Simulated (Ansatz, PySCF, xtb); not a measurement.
The molecule CuB, closed-shell singlet (lowest of 2S+1 = 1, 3 at CCSD(T)/def2-TZVPP on PBE0 minima; our sources give no spin for the ground state, which may be another). No spin–orbit coupling. Cu is treated without relativity.

The constants come from a fifth-degree fit in 1/R (seven points, main isotopes). Runs in def2 and cc sets follow the lowest solution found near the PBE0 minimum. The singlet is held restricted. HF and MP2 rows in def2 and cc sets belong to the determinant that coupled cluster picked by its CCSD energy.

Run with Ansatz (a quantum-chemistry and plane-wave program); PySCF for LANL2DZ rows; xtb for the GFN methods. Values without a source in brackets are computed.

| level | r_e (Å) | ω_e (cm⁻¹) | α_e (cm⁻¹) | ω_e x_e (cm⁻¹) | dipole (D) |
|---|---|---|---|---|---|
| GFN1-xTB | 1.953 | 554 | 0.0078 | 5.9 | - |
| GFN2-xTB | 1.965 | 463 | 0.0056 | 1.2 | - |
| SVWN5/def2-TZVPP | 1.874 | 577 | 0.0050 | 3.1 | 1.12 |
| PBE/def2-TZVPP | 1.920 | 539 | 0.0048 | 3.2 | 1.23 |
| BP86/LANL2DZ | 1.972 | 535 | 0.0049 | 3.9 | 1.49 |
| r2SCAN/def2-TZVPP | 1.909 | 552 | 0.0048 | 3.3 | 1.44 |
| B97M-V/def2-TZVPP | 1.943 | 534 | 0.0046 | 3.7 | 1.24 |
| B3LYP/LANL2DZ | 2.007 | 499 | 0.0049 | 3.8 | 1.75 |
| B3LYP/def2-TZVPP | 1.955 | 500 | 0.0048 | 3.1 | 1.55 |
| PBE0/def2-TZVPP | 1.957 | 500 | 0.0047 | 3.1 | 1.82 |
| BHLYP/def2-TZVPP | 2.021 | 452 | 0.0043 | 2.7 | 2.32 |
| CAM-B3LYP/def2-TZVPP | 1.950 | 505 | 0.0046 | 2.9 | 2.09 |
| wB97X-V/def2-TZVPP | 1.970 | 497 | 0.0044 | 2.7 | 2.60 |
| wB97M-V/def2-TZVPP | 1.959 | 500 | 0.0047 | 3.0 | 2.26 |
| B2PLYP/def2-TZVPP | 1.913 | 531 | 0.0053 | 3.5 | - |
| SCS-MP2/def2-TZVPP | 1.912 | 500 | 0.0055 | 2.9 | - |
| SCS-MP2/def2-QZVPP | 1.885 | 533 | 0.0057 | 4.0 | - |
| CCSD/def2-TZVPP | 1.992 | 454 | 0.0048 | 2.8 | - |
| CCSD/def2-QZVPP | 1.970 | 477 | 0.0052 | 3.7 | - |
| CCSD(T)/def2-TZVPP | 1.930 | 502 | 0.0056 | 3.5 | - |
| CCSD(T)/def2-QZVPP | 1.917 | 528 | 0.0056 | 4.5 | - |
| CCSD(T)/CBS(def2-TZVPP, def2-QZVPP) | 1.909 | 545 | 0.0055 | 5.0 | - |

Correlated levels freeze the inner cores; with def2 sets outer-core shells near the valence are correlated too. CBS: X⁻³ extrapolation of the correlation energy, Hartree–Fock from the larger set. Rows in LANL2DZ carry no dispersion term and start afresh at each structure. LANL2DZ brings its own core potentials from Na on.

Doubts at one or more of the structures used: a restricted determinant that unrestricted orbitals would lower (B2PLYP/def2-TZVPP, SCS-MP2/def2-TZVPP, SCS-MP2/def2-QZVPP, CCSD/def2-TZVPP, CCSD/def2-QZVPP, CCSD(T)/def2-TZVPP, CCSD(T)/def2-QZVPP, CCSD(T)/CBS(def2-TZVPP, def2-QZVPP)).
